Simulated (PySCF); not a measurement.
C₇H₂ClF₃OS.
Z-matrix (Å and degrees, GFN2-xTB geometry), rows numbered from 1:
```
F 
C   1  1.3409
F   2  1.3411  1  106.42
F   2  1.3389  1  106.88  3   113.89
C   2  1.4932  1  112.76  3  -124.10
C   5  1.3689  2  129.48  1  -120.37
C   6  1.4113  5  104.52  2  -179.94
S   7  1.7204  6  142.05  5  -179.89
C   8  1.7308  7   90.39  6   179.93
C   9  1.3640  8  114.11  7    -0.06
Cl 10  1.7123  9  124.68  8  -179.94
C   7  1.3941  6  106.47  5    -0.00
O  12  1.3396  7  110.66  6     0.02
H   6  1.0697  5  126.85  2     0.04
H   9  1.0714  8  119.13  7   179.96
```

Probes without a nucleus sit at each ring's centroid and 1 Å off its mean plane on both sides; NICS is minus the shielding there, NICSzz its component along the normal. Level: GIAO PBE0/pcSseg-1 (PySCF, non-relativistic, gas phase) on the GFN2-xTB geometry, one conformer.

Ring bond lengths (Å), with Mayer bond orders in brackets: C5–C6 1.369 (1.53), C6–C7 1.411 (1.21), C7–C12 1.394 (1.36), C12–O13 1.340 (1.06), O13–C5 1.358 (1.05); C7–S8 1.720 (1.07), S8–C9 1.731 (1.14), C9–C10 1.364 (1.52), C10–C12 1.415 (1.08), C12–C7 1.394 (1.36).

Question: What do the NICS probes read (ppm)?

Answer: 
```tsv
ring	type	NICS(0)	NICS(1), two faces	NICS(1)zz, two faces	rms pucker (Å)	centre to ring atoms, mean (Å)
C5–C6–C7–C12–O13	5-membered ring with O; formal bonds all aromatic	-11.6	-9.9 / -9.9	-22.6 / -22.6	0.00	1.17
C7–S8–C9–C10–C12	5-membered ring with S; formal bonds all aromatic	-13.0	-10.2 / -10.2	-21.7 / -21.6	0.00	1.29
```

Question: What can be read from them?

Answer: 
- C5–C6–C7–C12–O13: mean NICS(1)zz -22.6 ppm, shielded. The ring is flat and has no four-coordinate atom; by the NICS criterion it is aromatic, though in fused rings the probe also feels the neighbouring ring.
- C7–S8–C9–C10–C12: mean NICS(1)zz -21.7 ppm, shielded, aromatic by this magnetic criterion (flat ring, no four-coordinate atom), though in fused rings the probe also feels the neighbouring ring.

Question: And the bond-length index? HOMA takes Krygowski's 1993 parameters.

Answer: 
- C5–C6–C7–C12–O13: HOMA 0.51; the largest term is that of O13–C5, α(R − Ropt)² = 1.35.
- C7–S8–C9–C10–C12: HOMA 0.84; the largest term is that of S8–C9, α(R − Ropt)² = 0.27. The geometric and the magnetic index point the same way.

Question: At the second NICS(1) probe listed for ring C7–S8–C9–C10–C12, 1 Å off the ring, how large is the induced field along the normal in 11.7 T applied along it?

Answer: NICSzz × B0 = -21.6 ppm × 11.7 T = -253 μT, against the applied field.

Question: How shielded are the nuclei of the rings and their hydrogens (means over atoms taken as equivalent)?

Answer: 
```
atoms                        environment  σ isotropic (ppm)
   C5        substituted aromatic carbon               35.4
   C6                 aromatic CH carbon               70.6
   C7        ring-fusion aromatic carbon               52.4
   S8              thiophene-type sulfur              370.7
   C9  aromatic CH next to a ring sulfur               54.7
  C10               aromatic C–Cl carbon               65.4
  C12        ring-fusion aromatic carbon               26.4
  O13                  furan-type oxygen               72.2
  H14                  aromatic hydrogen              24.34
  H15                  aromatic hydrogen              24.57
```
